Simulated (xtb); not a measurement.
GeH6O3Si, SMILES O[Si](O)(O)[GeH3]. All values are semi-empirical tight-binding results from xtb (GFN2-xTB unless named), good for trends rather than for accurate numbers. Coordinates come from a GFN2-xTB optimisation. Other conformers were not sampled.

A frequency run showed that this geometry is not a minimum.

For metal compounds this method's bond lengths and energies can be far off.

Computed properties:
The orbital gap is 6.35 eV.
